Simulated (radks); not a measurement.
Results of a calculation; reference values are marked as such.
Problem. The mean radii <r> (bohr) of the occupied orbitals of an atom or ion are listed with their occupations. Level of theory: scalar-relativistic Kohn-Sham, r2SCAN, spin-polarised, spherical densities, finite nucleus; meta-GGA in the generalised Kohn-Sham scheme; Fermi nuclear charge, rms radius of each element as measured or else 0.836 A^(1/3) + 0.57 fm (a radial shooting solver on a logarithmic mesh with Libxc functionals).

orbital  occ.      <r>
1s          2  0.08106
2s          2   0.3863
2p          6   0.3500
3s          2    1.271
3p          6    1.424

Name the element and its charge. Open shells, if any, are filled with parallel spins first.

Solution. Z = 19, potassium, charge +1: K+ in [Ar]. The 1s radius gives Z: for a bare nucleus <r> = (2 gamma + 1)/(2Z) with gamma = sqrt(1 - (Z/c)^2), 0.07844 bohr for Z = 19, and screening makes it slightly larger (0.08106 here). The occupations add up to 18, and the charge is Z minus that.
